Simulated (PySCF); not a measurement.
## [Lu(NH2)4]−: from a saddle point downhill

PySCF 2.14.0, RKS PBE0, Lu lcecp-1-SVP with ECP60, N def2-SVP, H def2-SVP; non-relativistic Hamiltonian with scalar-relativistic core potentials where named; density fitting; no spin-orbit coupling. Relaxed within the symmetry of its start, the geometry (D2d) is

```xyz
13

Lu    0.0000    0.0000    0.0000
N     1.0710    1.3620    1.3620
H     1.4588    1.1278    2.2760
H     1.4588    2.2760    1.1278
N    -1.0710   -1.3620    1.3620
H    -1.4588   -1.1278    2.2760
H    -1.4588   -2.2760    1.1278
N     1.0710   -1.3620   -1.3620
H     1.4588   -2.2760   -1.1278
H     1.4588   -1.1278   -2.2760
N    -1.0710    1.3620   -1.3620
H    -1.4588    2.2760   -1.1278
H    -1.4588    1.1278   -2.2760
```

and its lowest harmonic modes are -68, 100, 102, 103, 106, 106 cm⁻¹ (negative: unstable). It was moved along the lowest mode and relaxed again, within the group S4 that the move left.

(1) Where does it end, and how much lower?

(2) How do the contacts change?

No frequency check is given for the end.

An lcecp potential fixes the number of 4f electrons, so in runs with it no electron can move into or out of that shell.

State: singlet in the valence, with the 4f electrons in the core potential.

Answers

(1) In S4, 0.069 eV lower, after 27 steps:
```xyz
13

Lu    0.0001    0.0000    0.0000
N     1.3281    1.1713    1.3028
H     1.2588    1.3646    2.3009
H     2.1969    1.6079    0.9938
N    -1.3279   -1.3028    1.1714
H    -2.1971   -0.9938    1.6076
H    -1.2589   -2.3009    1.3645
N     1.3281   -1.1713   -1.3028
H     2.1969   -1.6079   -0.9938
H     1.2588   -1.3646   -2.3009
N    -1.3279    1.3028   -1.1714
H    -1.2589    2.3009   -1.3645
H    -2.1971    0.9938   -1.6076
```

(2) 
```tsv
contact	saddle (Å)	end (Å)
Lu1–N2 (NH2)	2.204	2.198
Lu1–N5 (NH2)	2.204	2.198
Lu1–N8 (NH2)	2.204	2.198
Lu1–N11 (NH2)	2.204	2.198
```
